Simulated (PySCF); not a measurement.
Predicted microwave data (PBE0-D3(BJ)/def2-SVP geometry optimisation, gas phase in PySCF 2.14.0) for one isomer of C6H9NO2Si:

| Quantity | Value |
| --- | --- |
| Rotational constants | A = 1650, B = 709.9, C = 526.2 MHz |
| Dipole components | \|μa\| = 1.18 D, \|μb\| = 1.26 D, \|μc\| = 0.62 D |
| Inertial defect | -57.69 u·Å² |
| κ | -0.67 |

Question: Which structure is it? (One computed conformer of each.)
A. `[CH2:1]=[C:2]([CH3:3])[SiH2:4][O:5][C:6](=[O:7])[CH2:8][C:9]#[N:10]` with C1–C2–Si4–O5 129°, C2–Si4–O5–C6 179°, Si4–O5–C6–O7 5°, O5–C6–C8–C9 20°
B. `[CH3:1][C:2](=[O:3])[O:4][SiH2:5][n:6]1[cH:7][cH:8][cH:9][cH:10]1` with C1–C2–O4–Si5 179°, C2–O4–Si5–N6 180°, O4–Si5–N6–C7 2°

Answer: A. It is C=C(C)[SiH2]OC(=O)CC#N, an asymmetric top, point group C1. The candidates at the same level (rigid rotor, commonest isotopes):

| SMILES | A (MHz) | B (MHz) | C (MHz) | μa (D) | μb (D) | μc (D) | Δ (u·Å²) | point group | rotor |
| --- | --- | --- | --- | --- | --- | --- | --- | --- | --- |
| C=C(C)[SiH2]OC(=O)CC#N | 1650 | 709.9 | 526.2 | 1.18 | 1.26 | 0.62 | -57.69 | C1 | asymmetric top |
| CC(=O)O[SiH2]n1cccc1 | 3449 | 579.3 | 500.6 | 1.14 | 1.18 | 0.01 | -9.34 | near Cs | near-prolate asymmetric top |

`CC(=O)O[SiH2]n1cccc1` has A 109 % too high. No structure here is proved a minimum.
